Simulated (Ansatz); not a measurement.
Reaction (ligand exchange at the Si–C bond): `O[SiH2]C1=NC1` + `C[SiH2]N` → `C[SiH2]N[SiH2]O` + `C1=NC1`

Gas-phase electronic energies from Ansatz, PBE0-D4/def2-TZVP geometries. CCSD(T)/CBS adds triple-zeta CCSD(T) − MP2 to the extrapolated MP2 energy (def2 sets, frozen cores). DFT in def2-TZVPP. B3LYP here is the variant with VWN-RPA as its local correlation; programs differ in this. One conformer a species, not always the lowest.

| level | ΔE (eV) |
| --- | --- |
| B3LYP-D4 | -0.57 |
| ωB97M-V | -0.59 |
| B2PLYP | -0.56 |
| HF/CBS(def2) | -0.62 |

Task: What does CCSD(T)/CBS give? (Best estimate.)

Result: The calculation gave: -0.59 eV. The listed levels differ from it by 0.02, 0.00, 0.03, -0.03 eV.

Largest T1 diagnostic among the species: 0.012.

From PBE to PBE0 (25 % exact exchange), in def2-TZVPP and without D4, ΔE moves by −0.04 eV. The D4 term adds −0.04 eV with B3LYP and −0.02 eV with PBE0; it sums over pairs of atoms, weighted by their polarisabilities, and B3LYP, whose exchange is more repulsive, gets the larger term.
